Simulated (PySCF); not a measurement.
## Broadened absorption spectrum of C2H10O2SSi2

C₂H₁₀O₂SSi₂.
InChI=1S/C2H10O2SSi2/c3-1-2-7(4)6-5/h3-5,7H,1-2,6H2/t7-/m0/s1

Theory: TDDFT B3LYP/def2-SVPD, vertical, gas phase, core orbitals frozen in the response in PySCF 2.14.0, density-fitted response routines. One conformer (not necessarily the lowest) at the GFN2-xTB geometry, without solvent, vibrations or thermal averaging.

Broadening: Gaussians 0.3 eV wide at half height, area fixed by f = 4.319×10⁻⁹ ∫ε dν̃. The width is an assumption, not a result. The curve ends short of the highest state used, and states not computed would add to its high-energy end.

λ (nm), ε (L mol⁻¹ cm⁻¹) and a bar:
```
    206.7        622 ###########
    207.8        582 ##########
    208.9        578 ##########
    209.9        583 ##########
    211.0        580 ##########
    212.1        558 ##########
    213.2        514 #########
    214.3        453 ########
    215.4        382 #######
    216.5        313 ######
    217.5        259 #####
    218.6        216 ####
    219.7        195 ###
    220.8        199 ####
    221.9        227 ####
    223.0        278 #####
    224.1        345 ######
    225.1        417 #######
    226.2        501 #########
    227.3        584 ##########
    228.4        662 ############
    229.5        733 #############
    230.6        797 ##############
    231.6        854 ###############
    232.7        920 #################
    233.8        994 ##################
    234.9       1083 ###################
    236.0       1185 #####################
    237.1       1298 #######################
    238.2       1413 #########################
    239.2       1510 ###########################
    240.3       1598 #############################
    241.4       1654 ##############################
    242.5       1669 ##############################
    243.6       1640 #############################
    244.7       1566 ############################
    245.8       1454 ##########################
    246.8       1325 ########################
    247.9       1164 #####################
    249.0        995 ##################
    250.1        827 ###############
    251.2        669 ############
    252.3        527 #########
    253.3        414 #######
    254.4        311 ######
    255.5        227 ####
    256.6        162 ###
    257.7        113 ##
    258.8         77 #
    259.9         52 #
    260.9         35 #
    262.0         22 
    263.1         14 
    264.2          9 
    265.3          5 
    266.4          3
```

Question: Where are the band maxima, and which computed states make them?

Answer: 242 nm (5.12 eV), ε about 1700, made up of S1 (96%); 210 nm (5.90 eV), ε about 580, made up of S3 (92%) (hardly more than a shoulder) (ε in L mol⁻¹ cm⁻¹; maxima over ε = 5, shares over 10%). At its high-energy end, 6.00 eV, the curve is still rising (ε about 630, from S3, S4 and S6). The states used: S1 5.10 eV (f 0.018); S2 5.38 eV (f 0.0070); S3 5.87 eV (f 0.0061); S4 6.19 eV (f 0.0046); S5 6.31 eV (f 0.0092); S6 6.33 eV (f 0.040); S7 6.48 eV (f 0.0086); S8 6.60 eV (f 0.012).

Question: Coming from long wavelengths, where does ε first pass 100 L mol⁻¹ cm⁻¹?

Answer: At about 258 nm (4.81 eV), 0.30 eV below S1.

Question: On this curve, what absorbance would a 10⁻⁵ mol/L sample give at 248 nm over a 1 cm path?

Answer: 248 nm is 4.999 eV, where ε is about 1100 L mol⁻¹ cm⁻¹, so A = ε c l ≈ 0.011 (Beer–Lambert, with the gas-phase spectrum and the assumed width).

Question: What would ε be at 5.12 eV, the highest of these maxima, with half the width (0.15 eV)?

Answer: About 3120 L mol⁻¹ cm⁻¹ against 1670, a factor of about 1.9; a lone state at its own centre would give exactly 2.
